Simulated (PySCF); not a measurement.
H₅GeNZn, singlet, geometry from GFN2-xTB (such geometries of metal compounds can be far from the true shape). Base run: PBE0/6-31G, polarisability (PySCF).

The PySCF input:
```python
from pyscf import gto, scf, dft
from pyscf.prop import polarizability

mol = gto.M(
    atom='''
Zn   -0.22685536    0.72783173   -0.52592554
N     0.14433191    2.29010460   -1.39755029
H    -0.22588893    3.18029933   -1.09525714
H     0.18942226    2.34948717   -2.40521523
Ge    0.15612393   -1.19192628    0.79702849
H     1.08741501   -2.23097292    0.23651650
H     0.76538093   -0.96839572    2.15338602
H    -1.01695744   -2.05446081    1.16627654
''',
    basis='6-31g',
    verbose=4,
)

mf = dft.RKS(mol)
mf.xc = 'pbe0'
mf.kernel()
alpha = mf.Polarizability().polarizability()[2, 2]
print('alpha_zz =', alpha)
```

The base run was repeated with changes; each row names its change, and settings that it needs were set with it.

```json
[
 {"change": "base", "alpha_zz (bohr³)": "54.85", "basis functions": "73", "core-seconds (rough)": "10"},
 {"change": "finite field (a.u.) = 0.05; conv_tol = 1e-11", "alpha_zz (bohr³)": "57.75", "basis functions": "73", "core-seconds (rough)": "20"},
 {"change": "basis = def2-SVP", "alpha_zz (bohr³)": "56.79", "basis functions": "102", "core-seconds (rough)": "20"},
 {"change": "finite field (a.u.) = 2e-4; conv_tol = 1e-11", "alpha_zz (bohr³)": "54.85", "basis functions": "73", "core-seconds (rough)": "10"},
 {"change": "functional = lda,vwn", "alpha_zz (bohr³)": "…", "basis functions": "73", "core-seconds (rough)": "7"},
 {"change": "basis = def2-SVPD", "alpha_zz (bohr³)": "67.91", "basis functions": "132", "core-seconds (rough)": "30"},
 {"change": "basis = cc-pVDZ", "alpha_zz (bohr³)": "59.98", "basis functions": "109", "core-seconds (rough)": "30"},
 {"change": "finite field (a.u.) = 0.001; conv_tol = 1e-11", "alpha_zz (bohr³)": "54.85", "basis functions": "73", "core-seconds (rough)": "10"},
 {"change": "functional = camb3lyp", "alpha_zz (bohr³)": "54.06", "basis functions": "73", "core-seconds (rough)": "50"},
 {"change": "basis = STO-3G", "alpha_zz (bohr³)": "37.95", "basis functions": "46", "core-seconds (rough)": "10"},
 {"change": "finite field (a.u.) = 2e-4; conv_tol = 1e-6", "alpha_zz (bohr³)": "47.53", "basis functions": "73", "core-seconds (rough)": "9"},
 {"change": "basis = 6-31G*", "alpha_zz (bohr³)": "…", "basis functions": "…", "core-seconds (rough)": "10"}
]
```

Question: What belongs in the gaps?

Answer: 
- functional = lda,vwn, alpha_zz (bohr³): 58.33
- basis = 6-31G*, alpha_zz (bohr³): 56.59
- basis = 6-31G*, basis functions: 90

Finite-field rows take the second difference of the energy in a field along z; a small field with loose convergence shows SCF noise divided by the square of the field, and a large one adds hyperpolarisability.
